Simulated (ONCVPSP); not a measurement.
## Before and after: ONCV potential for antimony

ONCVPSP 4.0.1 input, shortened (lines: element, Z, core and valence counts, functional; n l f; lmax; l rc ep ncon nbas qcut; lloc lpopt rc5 dvloc0; l nproj debl; icmod fcfact rcfact), PBE, scalar-relativistic:

```
  Sb 51.00    8    3        4      upf
    1    0    2.00
    2    0    2.00
    2    1    6.00
    3    0    2.00
    3    1    6.00
    3    2   10.00
    4    0    2.00
    4    1    6.00
    4    2   10.00
    5    0    2.00
    5    1    1.00
    3
    0    1.75    0.00    3    8    3.00
    1    1.95    0.00    4    7    5.00
    2    1.10    0.00    5   10    8.80
    3    2.05    0.27    4    7    6.00
    4    5    0.90    3.00
    0    2    4.00
    1    1    3.60
    2    1    3.80
    3    1    1.70
    2    0.45    0.90
```

All-electron outer shells of the reference configuration (PBE, scalar-relativistic, ld1.x):

```tsv
shell	level (eV)	outermost node (bohr)	outermost maximum (bohr)
4s	-167.28	0.39	0.73
4p	-120.22	0.39	0.76
4d	-51.86	0.38	0.84
5s	-29.42	0.95	1.83
5p	-20.08	1.03	2.16
```

Change: s: qcut 2.4; p: qcut 3.9; d: qcut 6.9; f: qcut 4.7.

Cutoffs: the cutoffs (Ha) at which the residual kinetic energy of the hardest occupied pseudo-wave falls to 1 and 0.1 mHa per electron; they do not see the model core or the augmentation charge, which bear on the density cutoff. Errors are all-electron minus pseudo energies relative to the spin-unpolarised reference configuration.

Task: What does the change do?

Result: The potential gets harder (72 Ha and 278 Ha → 284 Ha and 321 Ha); both files keep a bound ghost (p, s); the errors of the 4 common tests hardly move.

```tsv
quantity	base	changed
cutoff, loose	72 Ha	284 Ha
cutoff, tight	278 Ha	321 Ha
loose cutoff by channel	s 31 Ha, p 6.9 Ha, d 72 Ha	s 56 Ha, p 6.8 Ha, d 284 Ha
bound ghosts	s, p	s, p
GHOST(+) flags under 300 eV	s at 156.6 eV	f at 120.4 eV, s at 160.4 eV
error for 4d10 5s2 5p3, meV [ΔE -24.29 eV]	+16	+15
error for 4d10 5s2 5p2, meV [ΔE -15.97 eV]	+7.0	+6.9
error for 4d10 5s2 5p0, meV [ΔE 24.41 eV]	-2.5	-2.5
error for 4d9 5s2 5p3, meV [ΔE 16.45 eV]	-392	-376
s: phases at 1.78 bohr within 0.05 rad from the reference energy up to (Ha; the scan ends near 5)	4.6	4.7
p: phases at 1.98 bohr within 0.05 rad from the reference energy up to (Ha; the scan ends near 5)	1.3	1.3
d: phases at 1.11 bohr within 0.05 rad from the reference energy up to (Ha; the scan ends near 5)	to the end of the scan	to the end of the scan
f: phases at 2.08 bohr within 0.05 rad from the reference energy up to (Ha; the scan ends near 5)	1.2	1.2
rms error of d²Exc/dni dnj with the model core, mHa	0.79	0.85
```

 A true bound ghost makes a file unfit for plane-wave use even where its test errors are small: the radial tests pick states by their node count and pass the ghost by.
